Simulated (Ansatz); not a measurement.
Basis sets compared for AsH2(SiH3) (SiAsH5). Charge 0, multiplicity 1. Geometry r2SCAN-D4/def2-TZVP. Ansatz on 4 threads of Arm Neoverse V2 on a shared host; times are rough, and most runs start from earlier orbitals.

```csv
atom,x (Å),y (Å),z (Å)
As1,-1.112,-1.096,0.259
H2,-0.348,-1.905,-0.779
H3,-0.190,-1.564,1.376
Si4,0.219,0.820,-0.147
H5,1.675,0.533,-0.195
H6,-0.045,1.805,0.932
H7,-0.201,1.407,-1.445
```

Binding counts from free atoms (As quartet, H doublet, Si triplet) in the same basis, without a counterpoise term.

```csv
level,functions,energy (Eh),HOMO (eV),LUMO (eV),binding per atom (eV),wall time
PBE-D4/def2-SVP,75,-2527.4995,-6.47,-0.38,2.67,0.4 s
PBE-D4/def2-TZVP (with forces),115,-2527.8808,-6.51,-0.64,2.68,0.65 s
r2SCAN-D4/def2-TZVP,115,-2528.3369,-6.77,-0.33,2.71,1.1 s
PBE0-D4/def2-SVP,75,-2527.6008,-7.56,0.45,2.66,0.5 s
PBE0-D4/def2-TZVP,115,-2527.9799,-7.56,0.17,2.67,0.91 s
```

Q: Estimate the rows for PBE-D4/def2-TZVPD, r2SCAN-D4/def2-TZVPD, PBE0-D4/def2-TZVPD.

A: 
| level | functions | energy (Eh) | HOMO (eV) | LUMO (eV) | binding per atom (eV) | wall time |
| --- | --- | --- | --- | --- | --- | --- |
| PBE-D4/def2-TZVPD | 142 | -2527.8816 | -6.54 | -0.85 | 2.68 | 0.8 s |
| r2SCAN-D4/def2-TZVPD | 142 | -2528.3376 | -6.78 | -0.45 | 2.71 | 1.6 s |
| PBE0-D4/def2-TZVPD | 142 | -2527.9806 | -7.58 | -0.14 | 2.67 | 0.95 s |
